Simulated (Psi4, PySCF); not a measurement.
Here is a job for PySCF.
```python
from pyscf import gto, scf, dft

mol = gto.Mole()
mol.atom = '''
    C     0.12758253    0.83909514   -0.40587053
    O     0.01305692   -0.00449006    0.83668314
    C     0.01266963   -0.63253186   -0.40519283
    H    -0.93552180    1.24899715   -0.58229583
    H    -0.91341079   -1.19766682   -0.63989719
    H     0.90296421   -1.25478943   -0.60489199
'''
mol.basis = '6-31g**'
mol.charge = -1
mol.verbose = 4
mol.build()

mf = dft.RKS(mol)
mf.xc = 'pbe0'
mf.grids.atom_grid = (99, 590)
mf.grids.prune = None
mf.kernel()
```

**Question.** Convert this to an input for Psi4.

**Answer.** One answer among several that fit: 
```
memory 2 GB

molecule {
-1 1
  C     0.12758253    0.83909514   -0.40587053
  O     0.01305692   -0.00449006    0.83668314
  C     0.01266963   -0.63253186   -0.40519283
  H    -0.93552180    1.24899715   -0.58229583
  H    -0.91341079   -1.19766682   -0.63989719
  H     0.90296421   -1.25478943   -0.60489199
}

set basis 6-31g**
set scf_type pk
set puream true
set d_convergence 1e-8
set dft_radial_points 99
set dft_spherical_points 590

energy('pbe0')
print_variables()
```

Both were run: PySCF gave -152.923666 Eh and Psi4 -152.923666 Eh, 0.000 mEh apart.
